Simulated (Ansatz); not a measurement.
`C[SiH](F)[SeH]` + `[CH3]`• → `C[Si](F)[SeH]`• + CH₄  (hydrogen abstraction from the Si–H bond)

Calculated with Ansatz (gas phase, PBE0-D4/def2-TZVP geometries, no zero-point term in ΔE). CCSD(T)/CBS adds triple-zeta CCSD(T) − MP2 to the extrapolated MP2 energy (def2 sets, frozen cores). This one scheme is used for every species. Functionals use def2-TZVPP. Open shells (•) are unrestricted, without spin–orbit coupling. For Se outer-core shells are correlated without core-valence functions, which leaves a few kJ/mol of doubt a bond. Scalar relativity is left out up to krypton. One conformer a species, not always the lowest.

`C[SiH](F)[SeH]`:

```xyz
9

C    -0.672    0.788   -0.548
Si    0.207   -0.791   -0.145
F     1.480   -0.899   -1.111
Se    0.833   -0.910    2.031
H    -1.583    0.880    0.047
H    -0.036    1.651   -0.339
H    -0.942    0.810   -1.608
H    -0.616   -2.003   -0.367
H     1.329    0.473    2.041
```

`[CH3]`•:

Z-matrix (Å, degrees):
```
C
H 1 1.080
H 1 1.080 2 120.0
H 1 1.080 2 120.0 3 180.0
```

`C[Si](F)[SeH]`•:

Z-matrix (Å, degrees):
```
C
Si 1 1.866
H 1 1.092 2 110.5
H 1 1.092 2 110.2 3 120.1
H 1 1.094 2 110.0 3 -120.4
F 2 1.609 1 107.8 3 179.1
Se 2 2.279 1 107.5 3 59.4
H 7 1.468 2 93.0 1 -177.1
```

CH₄:

Z-matrix (Å, degrees):
```
C
H 1 1.090
H 1 1.090 2 109.5
H 1 1.090 2 109.5 3 -120.0
H 1 1.090 2 109.5 3 120.0
```

```json
{"level": "BLYP-D4", "ΔE (kcal/mol)": "-18.4"}
{"level": "B97M-V", "ΔE (kcal/mol)": "-16.2"}
{"level": "PBE0-D4", "ΔE (kcal/mol)": "-17.5"}
{"level": "BHLYP-D4", "ΔE (kcal/mol)": "-13.2"}
{"level": "ωB97M-V", "ΔE (kcal/mol)": "-14.6"}
{"level": "SCS-MP2/def2-TZVPP", "ΔE (kcal/mol)": "-14.3"}
{"level": "CCSD(T)/def2-TZVPP", "ΔE (kcal/mol)": "-14.2"}
{"level": "MP2/CBS(def2)", "ΔE (kcal/mol)": "-16.0"}
```

(1) What does CCSD(T)/CBS give? (An estimate is asked.)

Largest T1 diagnostic among the species: 0.012.

## Answers

(1) The calculation gave: -14.4 kcal/mol. The listed levels differ from it by -4.0, -1.8, -3.1, 1.2, -0.2, 0.1, 0.2, -1.6 kcal/mol.

From r2SCAN to r2SCAN0 (25 % exact exchange), in def2-TZVPP and without D4, ΔE moves by +1.2 kcal/mol. Leaving LDA and LC-ωPBE aside and taking each functional with its dispersion term where it has one, the values, not all of them listed here, spread over 7.1 kcal/mol, from PBE-D4 to BHLYP-D4. LDA lies −3.4 kcal/mol from PBE without D4.
